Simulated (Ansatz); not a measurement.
Consider the substitution at a C–Ga bond: `[CH3][Ga]([Cl])[C]#N` + `O[SiH2][SeH]` → `CO[SiH2][SeH]` + `N#[C][GaH][Cl]`.

Computed with Ansatz on PBE0-D4/def2-TZVP structures; ΔE is electronic, products minus reactants. CCSD(T)/CBS is the MP2 limit (def2-TZVPP, def2-QZVPP) plus CCSD(T) − MP2 in def2-TZVPP, frozen cores. Functionals use def2-TZVPP. For Ga, Se outer-core shells are correlated without core-valence functions, which leaves a few kJ/mol of doubt a bond. Scalar relativity is left out up to krypton. One conformer a species, not always the lowest.

CCSD(T)/CBS gives +109.0 kJ/mol.

Q: Another level gave +104.4 kJ/mol. Which?
A. RPA@PBE/def2-TZVPP
B. MP2/def2-TZVPP
C. r2SCAN-D4/def2-TZVPP
D. revPBE-D4/def2-TZVPP

A: C. r2SCAN-D4 104.4, RPA@PBE/def2-TZVPP 95.4, MP2/def2-TZVPP 112.6, revPBE-D4 99.7 kJ/mol.

Largest T1 diagnostic among the species: 0.013.

At CCSD(T), def2-SVP lies −24.1 kJ/mol from the extrapolated value and def2-TZVPP −4.7 kJ/mol. Leaving LDA and LC-ωPBE aside and taking each functional with its dispersion term where it has one, the values, not all of them listed here, spread over 13.2 kJ/mol, from B97M-V to PBE-QIDH.
